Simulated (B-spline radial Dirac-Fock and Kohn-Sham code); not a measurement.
The Mα1 (M5-N7) line from Yb to Pb

Level of theory: multi-electron Dirac-Fock with separately optimised hole states, Breit and Lamb-shift corrections added in first order; a radial atomic solver. Free neutral atoms. No correlation.

The screening constant σ is defined by E = 0.0486·Ry·(Z − σ)², the hydrogen-like form of Moseley's law.

```
 Z  element  computed (eV)  tabulated (eV)     √E      σ
70       Yb         1522.5          1521.5  39.02  22.02
71       Lu         1584.5          1581.6  39.81  22.05
72       Hf         1647.7          1644.6  40.59  22.09
73       Ta         1712.2          1709.5  41.38  22.12
74        W              ?               ?      ?      ?
75       Re         1844.9          1837.2  42.95  22.18
76       Os         1913.1          1909.1  43.74  22.22
77       Ir         1982.5          1979.4  44.53  22.25
79       Au         2125.0          2121.6  46.10  22.32
80       Hg         2198.2          2195.0  46.88  22.35
81       Tl         2272.6          2270.5  47.67  22.38
82       Pb         2348.2          2347.7  48.46  22.41
```

Task: Estimate the missing row, W.

Result: Computed 1777.9 eV, tabulated 1773.4 eV, √E = 42.17, σ = 22.15.

Tabulated energies: xraylib 4.2 line table, elements in their standard states.
